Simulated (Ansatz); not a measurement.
Ansatz (a program for electronic structure) input:

Ansatz 0.2 input:
```yaml
crystal:
  periodic: [false, false, false]
  atoms:
    - {symbol: O, position_ang: [-0.28648103, 1.37338500, -1.70917418]}
    - {symbol: Ge, position_ang: [0.46706381, 0.22100363, -0.14119992]}
    - {symbol: O, position_ang: [-0.85881623, 0.80851968, 1.08335644]}
    - {symbol: O, position_ang: [-0.23377706, -1.42200354, -0.78072065]}
    - {symbol: O, position_ang: [1.66292213, -0.70153886, 1.30205920]}
    - {symbol: H, position_ang: [-0.88546427, 1.94367398, -1.23460412]}
    - {symbol: H, position_ang: [-0.62210218, 0.37408817, 1.89795817]}
    - {symbol: H, position_ang: [-0.80199293, -1.16022334, -1.49956039]}
    - {symbol: H, position_ang: [1.61152307, -1.60983943, 1.01601646]}
basis:
  gaussian:
    orbitals: def2-TZVP
hamiltonian:
  xc: b3lyp
  dispersion: d3bj
total_charge: -1
magnetization: {spin_polarized: true, initial_magnetization: 1}
relax: {f_tol: 0.002, max_steps: 150}
```

Question: Which total energy does the run end on?

Answer: -2380.61280 Eh (B3LYP-D3(BJ)/def2-TZVP). The basis has 196 functions.
